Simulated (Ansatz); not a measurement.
`[SiH3]/C=[CH]/[GeH3]` + `C[AsH]C` → `C[As](C)[SiH3]` + `C=[CH][GeH3]` at 700 K and 1 bar (ligand exchange at the Si–C bond).

Computed with Ansatz on PBE0-D4/def2-TZVP structures; ΔE is electronic, products minus reactants. CBS: MP2 limit from def2 TZ/QZ plus the TZ coupled-cluster correction, frozen cores. For As, Ge outer-core shells are correlated without core-valence functions, which leaves a few kJ/mol of doubt a bond. Scalar relativity is left out up to krypton.

```json
{"species": "`[SiH3]/C=[CH]/[GeH3]`", "CCSD(T)/CBS energy (Eh)": "-2446.06862", "H − E (kJ/mol)": "297.4", "S (J/(mol·K))": "488.4"}
{"species": "`C[AsH]C`", "CCSD(T)/CBS energy (Eh)": "-2315.32263", "H − E (kJ/mol)": "279.0", "S (J/(mol·K))": "405.7"}
{"species": "`C[As](C)[SiH3]`", "CCSD(T)/CBS energy (Eh)": "-2605.61324", "H − E (kJ/mol)": "350.9", "S (J/(mol·K))": "506.0"}
{"species": "`C=[CH][GeH3]`", "CCSD(T)/CBS energy (Eh)": "-2155.78858", "H − E (kJ/mol)": "231.8", "S (J/(mol·K))": "391.4"}
```

H − E and S are ideal-gas, rigid-rotor, harmonic terms from PBE0-D4/def2-TZVP. 1 Eh = 2625.50 kJ/mol, R = 8.31446 J/(mol·K).

Problem. By hand: ΔE, ΔH, ΔS and ΔG.

Solution. ΔE = (-2605.61324) + (-2155.78858) − (-2446.06862) − (-2315.32263) = -0.01057 Eh = -27.8 kJ/mol. Δ(H − E) = 350.9 + 231.8 − 297.4 − 279.0 = 6.3, so ΔH = -21.5 kJ/mol. ΔS = 506.0 + 391.4 − 488.4 − 405.7 = 3.3 J/(mol·K). ΔG = -21.5 − 700 × (3.3)/1000 = -23.8 kJ/mol.

Problem. By hand: the equilibrium constant, and the temperature at which ΔG would vanish if ΔH and ΔS stayed fixed.

Solution. log₁₀ K = −ΔG/(RT ln 10) = 1.8. ΔH and −TΔS have one sign here, so there is no such temperature. One of them is within its doubt of zero, so this could turn.

The number of gas molecules stays the same, so ΔS is small and ΔH decides. A doubt of 5 kJ/mol in ΔE shifts log₁₀ K by 0.4 here. These are equilibria of isolated gas molecules and say nothing of rates. Largest T1 diagnostic: 0.012 (customary marks: 0.02 for closed shells, 0.045 for open ones).
